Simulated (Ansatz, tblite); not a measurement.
Forces on Sn(vinyl)I3 (C₂H₃I₃Sn) at its PBE-D4/def2-SVP geometry. The state is a singlet with charge 0.

In the def2 sets I, Sn take a core potential; there is no spin–orbit coupling. The xTB rows come from tblite.

GFN1-xTB (tblite), largest force 1.20 eV/Å:

```xyz
9
positions Å, forces eV/Å
Sn    0.810   -0.783    0.651    0.111   -0.331    0.353
C    -0.001    0.635   -0.755   -0.951    0.616   -0.403
C    -1.292    0.994   -0.736    0.880   -0.197   -0.073
H     0.722    1.039   -1.486   -0.609   -0.244    0.501
H    -2.019    0.594   -0.008    0.534    0.259   -0.492
H    -1.691    1.723   -1.465    0.160   -0.422    0.447
I     0.476    0.095    3.203    0.013   -0.006   -0.273
I     3.457   -1.119    0.150   -0.226    0.070   -0.006
I    -0.461   -3.178    0.445    0.088    0.255   -0.054
```

GFN2-xTB (tblite), largest force 2.08 eV/Å:

```
Sn 0.201 -0.343 0.337
C -1.528 1.144 -0.832
C 0.974 -0.275 -0.013
H -0.504 -0.307 0.540
H 0.547 0.289 -0.531
H 0.296 -0.516 0.512
I -0.004 0.034 0.026
I 0.039 0.001 -0.014
I -0.021 -0.026 -0.025
```

revPBE-D4/def2-TZVP (Ansatz), largest force 0.35 eV/Å:

```
Sn -0.038 0.026 -0.020
C -0.060 0.131 -0.135
C -0.014 0.005 -0.004
H -0.232 -0.113 0.215
H 0.243 0.115 -0.219
H 0.114 -0.207 0.207
I 0.007 -0.019 -0.056
I -0.048 0.007 0.008
I 0.028 0.054 0.004
```
